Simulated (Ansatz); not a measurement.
Basis-set extrapolation for `CS[Si]N` (PBE0-D4/def2-TZVP geometry, frozen core, Ansatz 0.2.0). Multiplicity 1, RHF reference.

```json
{"": "HF", "def2-TZVPP": "-781.786469", "def2-QZVPP": "-781.811187"}
{"": "MP2 correlation", "def2-TZVPP": "-0.670299", "def2-QZVPP": "-0.721291"}
{"": "CCSD(T) correlation", "def2-TZVPP": "-0.746428", "def2-QZVPP": "not run"}
```

Energies in hartree. Use E(X) = E(∞) + A·exp(−7.88·√X) for Hartree–Fock and E(X) = E(∞) + B·X^(−2.97) for correlation, with X = 3 and 4, and add CCSD(T) minus MP2 of the smaller set to the MP2 limit.

**Question.** What is the CCSD(T) energy at the basis-set limit?

**Answer.** HF limit: -781.811187 + (-0.024718) × 0.13774 = -781.81459. MP2 limit: -0.721291 + (-0.050992) × 0.74074 = -0.75906. Higher-order term: -0.746428 − (-0.670299) = -0.07613. Total: -782.64978 hartree, 306.9 kJ/mol below CCSD(T)/def2-TZVPP.
